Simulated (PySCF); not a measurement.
## Bond length, frequency and bond energy of SrH by level of theory

State: ²Σ⁺ (doublet), unpaired electrons σ ↑. Set-up: PySCF, scalar-relativistic core potentials, basis sets Sr def2-SVPD with ECP28, H def2-SVPD. De refers to Sr + H in their ground configurations, without counterpoise correction. The functionals are run spin-unrestricted. A positive dipole means Sr(−)H(+).

```tsv
Level	Re (Å)	ωe (cm⁻¹)	De (eV)	μ (D)
UHF	2.216	1182	1.37	-2.90
UHF-MP2	2.151	1226	1.53	n/a
UHF-SCS-MP2	2.158	1218	1.59	n/a
UHF-CCSD	2.161	1196	1.66	n/a
UHF-CCSD(T)	2.160	1194	1.66	n/a
PBE	2.149	1162	1.77	-3.05
BLYP	2.161	1145	1.78	-3.29
r²SCAN	2.150	1187	2.00	-3.17
PBE0	2.150	1189	1.75	-3.06
B97-3	2.173	1142	1.63	-2.90
M06	2.150	1205	1.41	-3.39
LC-ωPBE	2.164	1211	1.94	-2.71
```

**Question.** Which functional lies closest to UHF-CCSD(T) in De, which farthest, and by how much do they differ from it?

**Answer.** Closest is B97-3 (+1.3 pm in Re, -4.4 % in ωe, -0.03 eV in De against UHF-CCSD(T) in the same basis), farthest r²SCAN (-1.0 pm in Re, -0.6 % in ωe, +0.34 eV in De). CCSD(T) converges more slowly with the basis than the functionals do and binds too weakly in this one, so the order can change at the basis-set limit.

**Question.** What does second-order correlation do here, going from UHF to UHF-MP2?

**Answer.** UHF-MP2 less UHF: -6.5 pm in Re, +3.7 % in ωe, +0.16 eV in De. Correlation nearly always deepens the well. The bond shortens, as in weak, metallic or heavy-atom bonds, where dispersion and the correlation of outer-core electrons pull the atoms together.

Correlated steps freeze no core orbitals. Correlated levels converge slowly with the basis: in double zeta they bind strong bonds too weakly, by up to about 1 eV, and carry superposition errors of some tenths. Spin–orbit coupling is left out. The state is the lowest determinant that a PBE0 search found; another state may lie lower at other levels.
